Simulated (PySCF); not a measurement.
CH2AlNO2. Atoms are numbered in the order given.

```xyz
7

Al    -0.5226    -1.1777     0.0000
H     -1.9982    -1.6998     0.0000
N     -0.1582     0.5644     0.0000
C      0.0492     1.7475     0.0000
O      0.2545     2.8976     0.0000
O      0.7362    -2.3083     0.0000
H      1.6792    -2.1395     0.0000
```

Coordinates come from a PBE0-D3(BJ)/def2-SVP optimisation. Other conformers were not sampled.

Calculation: r2SCAN/def2-TZVP (PySCF).

Atomic charges (e):

```csv
atom,meta-Löwdin,Mulliken
Al1,0.97,0.58
H2,-0.15,-0.08
N3,-0.53,-0.35
C4,0.48,0.34
O5,-0.35,-0.24
O6,-0.78,-0.56
H7,0.36,0.32
```
